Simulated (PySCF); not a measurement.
## From computed data to an observable: oscillator strength and radiative lifetime

C2H8N2Si2, SMILES [SiH3][C@@H]1N=C[Si@H]1N.

Coordinates come from a PBE0-D3(BJ)/def2-SVP optimisation. The structure was generated by enumeration; whether it is a known compound was not checked. The values are those of a single conformer.

TDA-PBE/def2-SVPD (PySCF) puts the first singlet state with f over 0.02 at 6.02 eV (vertical), with the transition dipole (0.268, 0.137, -0.218) in atomic units.

Problem. Find the oscillator strength, the wavelength and the radiative lifetime that this transition would have in vacuum if emission retraced absorption.

Solution. 
|μ|² = 0.1381 au, so |μ| = 0.94 D. ΔE = 6.02/27.211 = 0.2212 hartree. f = (2/3) ΔE |μ|² = 0.020 (the program prints 0.020).
λ = 1239.84/6.02 = 206 nm; ν = 48555 cm⁻¹.
Einstein's coefficient A = 0.6670 ν² f s⁻¹ (ν in cm⁻¹) = 3.2e7 s⁻¹, so τ = 1/A = 31 ns. This state is S8; the lower singlets have f = 0.001, 0.001, 0.015, 0.007, 0.008, 0.014, 0.001. The figure is the radiative limit of this one transition; relaxation, internal conversion, crossing to triplets and a medium change what is measured.
